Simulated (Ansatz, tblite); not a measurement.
Removing and adding an electron: H₃Au₃. Charge 0, multiplicity 1. Geometry: PBE-D4/def2-TZVP. Ansatz, gas phase; energy differences of separate SCF runs; the oxidised species was run as a doublet alone; the reduced species was run as a doublet alone.

```tsv
atom	x (Å)	y (Å)	z (Å)
Au1	0.9694	-1.2064	0.0881
Au2	-1.4599	-0.1404	0.5015
Au3	0.4908	1.3471	-0.5897
H4	2.4724	-1.4078	-0.3166
H5	-0.2061	2.7342	-0.8211
H6	-2.2667	-1.3266	1.1379
```

In the def2 sets Au takes a core potential; there is no spin–orbit coupling. The xTB rows come from tblite. The structure comes from a short search, and lower isomers may exist.

```
               level  −HOMO (eV)  vertical IE (eV)  −LUMO (eV)  vertical EA (eV)  HOMO–LUMO gap (eV)  IE − EA (eV)                       remarks
            GFN1-xTB       11.66             14.36        9.56              6.88                2.10          7.48                             –
            GFN2-xTB       10.67             13.40        7.38              4.91                3.28          8.48                             –
   PBE-D4/def2-TZVPD        6.94                 –        3.87              1.59                3.07             –  HOMO above zero (-1 doublet)
r2SCAN-D4/def2-TZVPD        7.16                 –        3.76              1.56                3.40             –  HOMO above zero (-1 doublet)
   PBE0-D4/def2-TZVP        7.96              9.79        3.22                 –                4.74             –                             –
  PBE0-D4/def2-TZVPD        7.93                 –        3.24              1.67                4.68             –                             –
```

Run but left out: PBE-D4/def2-TZVP, r2SCAN-D4/def2-TZVP (charge +1 doublet: an occupied level 0.16 to 0.22 eV above an empty one).   A HOMO above zero means that the electron is unbound at that level or that self-interaction error raises the level; the energy of removing that electron tells which. Raw xTB energy differences between charge states are shifted by several eV; the methods need an empirical correction for them.
